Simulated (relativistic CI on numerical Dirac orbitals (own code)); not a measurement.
Radial parameters of Nb XXII

Calculated at this level of theory: Dirac-Coulomb-Breit CI, orbitals from a KLI potential per configuration, model QED (radiative potential, 1s self-energy scaled to tabulated hydrogen-like ionisation energies), unscaled Slater integrals (own radial code, finite nucleus).

Slater integrals F^k, G^k are unscaled and averaged over j, outside the closed core [Ne]; ζ comes from projecting the Hamiltonian with its Breit term on Σ l·s of the shell.

- 3s²3p⁶3d²: F^2(3d,3d) = 279670, F^4(3d,3d) = 180000, ζ(3d) = 12410 cm⁻¹; <r>(3d) = 0.3623, <r^2>(3d) = 0.1531 (bohr units).
- 3s²3p⁵3d³: ζ(3p) = 103460, F^2(3d,3d) = 278890, F^4(3d,3d) = 179480, F^2(3p,3d) = 249090, G^1(3p,3d) = 275330, G^3(3p,3d) = 181030, ζ(3d) = 12188 cm⁻¹; <r>(3p) = 0.3996, <r^2>(3p) = 0.1842, <r>(3d) = 0.3632, <r^2>(3d) = 0.1539 (bohr units).
- 3s3p⁶3d³: F^2(3d,3d) = 278550, F^4(3d,3d) = 179250, G^2(3s,3d) = 207980, ζ(3d) = 12318 cm⁻¹; <r>(3s) = 0.407, <r^2>(3s) = 0.1886, <r>(3d) = 0.3637, <r^2>(3d) = 0.1542 (bohr units).

(1) Give the Racah parameters of the d shell in 3s²3p⁶3d².

Averages of the first 10 configurations, taken without configuration mixing, which lowers the lowest level and can move excited configurations by several eV; other configurations of the list can lie among them:

| Configuration | Parity | States | Average energy above the lowest level (eV) |
| --- | --- | --- | --- |
| 3s²3p⁶3d² | even | 45 | 8.4 |
| 3s²3p⁵3d³ | odd | 720 | 144.6 |
| 3s3p⁶3d³ | even | 240 | 248.2 |
| 3s²3p⁶3d4s | even | 20 | 381.8 |
| 3s²3p⁶3d4p | odd | 60 | 417.6 |
| 3s²3p⁶3d4d | even | 100 | 469.0 |
| 3s²3p⁶3d4f | odd | 140 | 513.8 |
| 3s²3p⁵3d²4s | odd | 540 | 513.5 |
| 3s²3p⁵3d²4p | even | 1620 | 549.4 |
| 3s²3p⁶4s² | even | 1 | 775.0 |

Results:

(1) B = F²/49 − 5F⁴/441 = 3667 cm⁻¹ and C = 35F⁴/441 = 14286 cm⁻¹.
